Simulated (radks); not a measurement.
Numerical settings for the xenon ion Xe2+, [Kr] 4d10 5s2 5p4. Calculated with a radial shooting solver on a logarithmic mesh with Libxc functionals: scalar-relativistic Kohn-Sham, r2SCAN, spin-polarised, spherical densities, finite nucleus; open shells are filled with parallel spins first (spin-orbit coupling, left out, can overturn this in heavy ions); meta-GGA in the generalised Kohn-Sham scheme; Fermi nuclear charge, rms radius 4.7859 fm. The defaults (mesh step 0.008 in ln r, mesh end at 40 bohr or more with all orbitals vanishing there, Anderson mixing 0.5 over 9 steps, residual threshold near 1e-9 with the energy settled to 1e-9 hartree or 1e-11 of itself, here a cap of 92 iterations) give E = -7446.783 hartree and 5p at -25.671 eV in 11 iterations. Run on one thread of a shared host, so times are rough (Arm Neoverse N1): 0.24 s of CPU time, 0.24 s wall, 11 iterations on 2254 mesh points. Changes against that run (0 stands for a change within the tolerance of the run):

| setting | iterations | converged | E (mhartree) | e(5p) (meV) | CPU (s) |
|---|---|---|---|---|---|
| mesh step in ln r 0.012 | 10 | yes | 0 | +0.0137 | 0.16 |
| mesh step in ln r 0.2 | 5 | no | diverged | - | 0.03 |
| mesh step in ln r 0.005 | 12 | yes | 0 | +0.00787 | 0.4 |
| mesh end (bohr) 400 | 11 | yes | 0 | 0 | 0.25 |
| mesh end (bohr) 2 | 10 | level above zero | +1.23e+04 | +7.86e+04 | 0.18 |
| residual threshold 1e-13 | 73 | yes | 0 | -0.00566 | 0.84 |
| residual threshold 0.01 | 10 | yes | 0 | -0.00357 | 0.23 |
| mixing 1 | 11 | yes | 0 | 0 | 0.24 |
| linear mixing, mixing 1 | 41 | no | diverged | - | 0.87 |
| linear mixing, mixing 0.5 | 22 | yes | 0 | 0 | 0.42 |
| mixing history 2 | 15 | yes | 0 | 0 | 0.31 |
| iteration cap 2 | 2 | no | +1.01e+03 | -1.23e+04 | 0.06 |

Settled on a wrong energy, with an occupied level pushed above zero by the early mesh end: mesh end (bohr) 2 (+12.3 hartree). Apart from these: no run marked as converged misses the energy by more than 1 mhartree. A mesh that ends early acts as a hard wall.
